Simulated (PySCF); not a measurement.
Compound: CH6SSeSi.
Bonds: C1–S2, S2–Si3, Si3–Se4. Hydrogens: H5, H6, H7 on C1; H8, H9 on Si3; H10 on Se4.

Level of theory: PySCF 2.14.0, PBE0-D3(BJ)/def2-SVP geometry optimisation, gas phase.

(1) What internal coordinates does the optimisation give?

Results:

(1) 
| bond | length (pm) | order |
| --- | --- | --- |
| C1–S2 | 182.4 | single |
| S2–Si3 | 213.8 | single |
| Si3–Se4 | 227.2 | single |
| C1–H5, C1–H6, C1–H7 | 109.9 | single |
| Si3–H8, Si3–H9 | 149.5 | single |
| Se4–H10 | 147.2 | single |

Bonds in one row agree within 1 pm and their mean is given. Orders are formal, as drawn. A selection of angles:
| angle | degrees |
| --- | --- |
| S2–C1–H5 | 111.5 |
| S2–C1–H7 | 106.5 |
| H5–C1–H6 | 109.9 |
| C1–S2–Si3 | 99.5 |
| S2–Si3–Se4 | 108.6 |
| S2–Si3–H8 | 113.6 |
| S2–Si3–H9 | 108.6 |
| Se4–Si3–H8 | 104.5 |
| Se4–Si3–H9 | 112.9 |
| H8–Si3–H9 | 108.8 |
| Si3–Se4–H10 | 92.8 |

Torsions: C1–S2–Si3–Se4 169° (antiperiplanar); H10–Se4–Si3–S2 -60° (synclinal). The mirror-image conformer, all signs reversed, is as good.

Si3 (SiH2 silicon) is distorted tetrahedral (angles from 104.5° to 113.6°). S2 (sulfur bonded to C and Si) is bent (angle 99.5°).

Point group: C1 (no symmetry element, even within 0.4 Å). No PBE0-D3(BJ)/def2-SVP frequencies stand behind this structure, so it isn't proved a minimum. The numbers are those of one conformer (C1–S2–Si3–Se4 169°, S2–Si3–Se4–H -60°).

Hardware: Intel Xeon at 2.60 GHz, one thread, no GPU (shared host). Cost: 81 s wall, 0.46 GiB resident at most. That covers the optimisation of the geometry.
